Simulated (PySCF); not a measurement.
## Worked example: oscillator strength and radiative lifetime

CH₇AlO₂Si, SMILES C[O][Al]([OH])[SiH3].

Geometry optimised at B3LYP-D3(BJ)/def2-SVP. One conformer was computed; it need not be the lowest.

PySCF with TDA-PBE/def2-SVPD puts the first singlet state with f over 0.02 at 5.72 eV (vertical), with the transition dipole (-0.178, -0.287, -0.583) in atomic units.

Find the oscillator strength, the wavelength and the radiative lifetime that this transition would have in vacuum if emission retraced absorption.


|μ|² = 0.4539 au, so |μ| = 1.71 D. ΔE = 5.72/27.211 = 0.2102 hartree. f = (2/3) ΔE |μ|² = 0.064 (the program prints 0.064).
λ = 1239.84/5.72 = 217 nm; ν = 46135 cm⁻¹.
Einstein's coefficient A = 0.6670 ν² f s⁻¹ (ν in cm⁻¹) = 9.0e7 s⁻¹, so τ = 1/A = 11 ns. This state is S4; the lower singlets have f = 0.001, 0.012, 0.000. The figure is the radiative limit of this one transition; relaxation, internal conversion, crossing to triplets and a medium change what is measured.
